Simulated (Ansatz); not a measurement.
Z-matrix (Å, degrees):
```
C
C 1 1.495
H 1 1.093 2 110.4
H 1 1.093 2 110.6 3 -119.5
H 1 1.091 2 110.6 3 120.4
O 2 1.423 1 116.4 3 -163.2
C 2 1.462 1 122.2 3 -94.5
H 2 1.090 1 115.7 3 59.5
Sb 7 2.162 2 124.0 1 155.1
H 7 1.091 2 117.1 1 -0.7
H 9 1.713 7 93.1 2 -88.8
H 9 1.709 7 92.7 2 2.9
```

Charge 0, multiplicity 1. Sb: def2 effective core potential.

**Question.** List the r2SCAN/def2-TZVPP orbital energies in eV (the Gaussian-basis code of Ansatz). (An estimate is asked.)

**Answer.** Computed: Occupied: -516.27, -274.71, -274.66, -273.08, -153.61, -105.36, -105.36, -105.21, -33.61, -33.60, -33.48, -33.48, -33.40, -28.56, -19.60, -17.15, -15.55, -14.53, -12.24, -12.13, -10.74, -10.10, -9.62, -8.56, -8.42, -7.91, -6.63, -6.12. Lowest empty: -0.88, -0.53, 0.79, 1.60, 1.85, 2.05, 2.16, 2.87.
